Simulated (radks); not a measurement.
Neutral arsenic inside a hard spherical wall (all orbitals vanish at R), configuration held at [Ar] 3d10 4s2 4p3 and not refilled when levels cross. All-electron calculation, scalar-relativistic Kohn-Sham, r2SCAN, spin-polarised, spherical densities, finite nucleus; open shells are filled with parallel spins first; meta-GGA in the generalised Kohn-Sham scheme; Fermi nuclear charge, rms radius 4.0968 fm. Program: a radial shooting solver on a logarithmic mesh with Libxc functionals. Eigenvalues in eV for spin up, with the zero of energy where the potential of the charges vanishes at infinity; a dash marks a level that is unbound or too diffuse for the functional's potential to be trusted. A positive occupied level is held by the wall or, in an anion where self-interaction has pushed it up, behind a barrier. The pressure on the wall is -dE/dV.

R (bohr),E (hartree),kinetic (hartree),e(3p),e(3d),e(4s),e(4p),"e(5s, empty)","e(5p, empty)",pressure (GPa)
free,-2261.24757,2304.844,-136.91,-41.259,-16.028,-6.310,-,-,0
15,-2261.24757,2304.844,-136.91,-41.259,-16.028,-6.310,0.088,1.029,< 0.0001
10,-2261.24749,2304.845,-136.90,-41.251,-16.021,-6.304,0.738,2.687,0.00236
8,-2261.24642,2304.856,-136.82,-41.173,-15.964,-6.245,1.844,4.909,0.0577
7,-2261.24306,2304.883,-136.65,-40.997,-15.838,-6.108,3.135,7.117,0.298
3.5,-2260.58208,2307.791,-127.56,-32.125,-8.738,3.097,42.092,54.248,199
1.5,-2230.96458,2395.907,-48.782,49.425,155.93,186.23,544.29,563.16,84200
